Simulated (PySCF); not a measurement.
# Electron correlation in Cl (chlorine, neutral)

[Ne] 3s2 3p5, 2P determinant. All numbers are calculated (PySCF 2.14, scalar relativity by spin-free X2C-1e, in aug-cc-pVDZ-DK). Frozen: [Ne]; 7 electrons correlated.

```csv
level,correlation energy (mhartree)
CCSD,-137.14
(T),-2.29
CCSD(T),-139.43
CCSDT,-139.78
```

Diagnostics: T1 = 0.0067, D1 = 0.0207, largest double amplitude 0.042.

Cost of the coupled-cluster step: roughly 0.25 core-seconds, for 7 correlated electrons.

Iterations:

```
CC2 = 0
CCSD nocc = (np.int64(4), np.int64(3)), nmo = (22, 22)
frozen orbitals [[0, 1, 2, 3, 4], [0, 1, 2, 3, 4]]
max_cycle = 100
direct = 0
conv_tol = 1e-08
conv_tol_normt = 1e-06
diis_space = 8
diis_start_cycle = 0
Init t2, MP2 energy = -0.119423992165656
Init E_corr(UCCSD) = -0.119423992165948
cycle = 1  E_corr(UCCSD) = -0.133482893905987  dE = -0.0140589017  norm(t1,t2) = 0.0348929
cycle = 2  E_corr(UCCSD) = -0.136009540324262  dE = -0.00252664642  norm(t1,t2) = 0.0113115
cycle = 3  E_corr(UCCSD) = -0.137167671451682  dE = -0.00115813113  norm(t1,t2) = 0.00466997
cycle = 4  E_corr(UCCSD) = -0.137142192529184  dE = 2.54789225e-05  norm(t1,t2) = 0.00075798
cycle = 5  E_corr(UCCSD) = -0.13713784818444  dE = 4.34434474e-06  norm(t1,t2) = 0.000291587
cycle = 6  E_corr(UCCSD) = -0.137141360591729  dE = -3.51240729e-06  norm(t1,t2) = 9.60617e-05
cycle = 7  E_corr(UCCSD) = -0.13714101454714  dE = 3.46044589e-07  norm(t1,t2) = 2.29322e-05
cycle = 8  E_corr(UCCSD) = -0.137141039133444  dE = -2.45863038e-08  norm(t1,t2) = 4.57351e-06
cycle = 9  E_corr(UCCSD) = -0.137141020422462  dE = 1.87109819e-08  norm(t1,t2) = 9.00801e-07
cycle = 10  E_corr(UCCSD) = -0.137141020958954  dE = -5.36491823e-10  norm(t1,t2) = 2.55286e-07
UCCSD converged
E(UCCSD) = -461.0172054788094  E_corr = -0.1371410209589542
UCCSD(T) correction = -0.00228668647686739
```
